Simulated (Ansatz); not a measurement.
Program: Ansatz. Geometries: PBE0-D4/def2-TZVP. ΔE: electronic, gas phase. CCSD(T)/CBS adds triple-zeta CCSD(T) − MP2 to the extrapolated MP2 energy (def2 sets, frozen cores). This one scheme is used for every species. DFT in def2-TZVPP. B3LYP here is the variant with VWN-RPA as its local correlation; programs differ in this. One conformer a species, not always the lowest.

Reaction (silylene formation by 1,1-elimination): `O[SiH2]S[Si](O)(O)O` → `O[Si](O)(O)S` + `O[SiH]`

`O[SiH2]S[Si](O)(O)O`:

Z-matrix (Å, degrees):
```
Si
S 1 2.141
O 1 1.649 2 110.8
H 1 1.484 2 106.9 3 -122.9
H 1 1.479 2 111.3 3 116.3
Si 2 2.140 1 96.8 3 -12.9
H 3 0.965 1 116.7 2 -47.5
O 6 1.623 2 107.7 1 -175.9
O 6 1.642 2 109.4 1 66.5
O 6 1.622 2 113.2 1 -53.6
H 8 0.958 6 118.4 2 59.1
H 9 0.960 6 116.2 2 64.7
H 10 0.962 6 115.5 2 63.4
```

`O[Si](O)(O)S`:

```xyz
9

O    -1.030    1.157    0.414
Si   -0.060   -0.078   -0.020
O     0.058   -0.006   -1.645
O    -0.615   -1.573    0.337
S     1.757    0.149    1.055
H    -1.698    1.412   -0.226
H     0.491   -0.737   -2.088
H    -0.679   -1.808    1.264
H     1.777    1.484    0.909
```

`O[SiH]`:

Z-matrix (Å, degrees):
```
O
Si 1 1.657
H 1 0.961 2 114.2
H 2 1.532 1 94.4 3 180.0
```

```tsv
level	ΔE (kcal/mol)	difference from CCSD(T)/CBS
PBE-D4	63.1	-0.4
PBE0-D4	66.4	2.9
ωB97X-V	65.2	1.7
ωB97M-V	62.2	-1.3
B3LYP	56.1	-7.4
MP2/def2-TZVPP	66.8	3.3
CCSD/def2-TZVPP	60.3	-3.2
MP2/def2-QZVPP	67.8	4.3
HF/CBS(def2)	57.9	-5.6
MP2/CBS(def2)	68.7	5.2
CCSD(T)/CBS	63.5	0
```

Largest T1 diagnostic among the species: 0.016.

The D4 term adds +6.0 kcal/mol with B3LYP and +3.3 kcal/mol with PBE0; it sums over pairs of atoms, weighted by their polarisabilities, and B3LYP, whose exchange is more repulsive, gets the larger term. From PBE to PBE0 (25 % exact exchange), in def2-TZVPP and without D4, ΔE moves by +3.8 kcal/mol.
